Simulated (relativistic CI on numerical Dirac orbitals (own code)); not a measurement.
## Re7+: N6,7 absorption edge

Computed with this model: Dirac-Coulomb-Breit CI, separate exchange-only KLI orbitals for each configuration, model QED (radiative potential, 1s self-energy scaled to tabulated hydrogen-like ionisation energies), valence Slater integrals scaled by 0.8, multiplet model of core-to-valence dipole absorption; configurations [Xe] 4f14 → [Xe] 4f13 5d; 80 K; Lorentzian 0.45 eV and Gaussian 0.3 eV FWHM. Energies are those of the free ion, without screening or charge transfer. The branching ratio is the share of the lower-energy edge in the whole absorption, uncertain by about 0.02 where the edges overlap. S is read from ⟨S²⟩ = S(S + 1).

Field parameters in Wybourne normalisation: Oh B⁴₀ = 21Dq, B⁴₄ = √(5/14) B⁴₀. The field is a parameter set, without covalency.

free ion: ground-state S = 0.00, centroid 52.89 eV. Peaks (eV, height): 53.0 (100).

Oh, 10Dq = 10000 cm⁻¹: ground-state S = 0.00, centroid 52.89 eV. Peaks (eV, height): 52.5 (79), 53.4 (100).

Oh, 10Dq = 22550 cm⁻¹: ground-state S = 0.00, centroid 52.89 eV. Peaks (eV, height): 48.2 (8), 50.8 (26), 52.5 (100), 54.4 (80).

Oh, 10Dq = 35100 cm⁻¹: ground-state S = 0.00, centroid 52.89 eV. Peaks (eV, height): 47.7 (14), 49.1 (9), 50.5 (82), 53.1 (100), 55.3 (99).

Strongest unbroadened transitions for Oh, 10Dq = 10000 cm⁻¹:

| Energy (eV) | Relative strength |
| --- | --- |
| 48.55 | 0.1 |
| 48.62 | 3.3 |
| 49.01 | 0.0 |
| 49.28 | 0.5 |
| 49.89 | 1.0 |
| 50.04 | 6.0 |
| 50.80 | 0.6 |
| 50.96 | 1.5 |
| 51.09 | 0.3 |
| 51.49 | 0.1 |
| 51.85 | 0.4 |
| 52.33 | 44.9 |
| 52.46 | 1.3 |
| 52.56 | 80.2 |
| 53.33 | 100.0 |
| 53.53 | 53.4 |
| 53.70 | 19.0 |
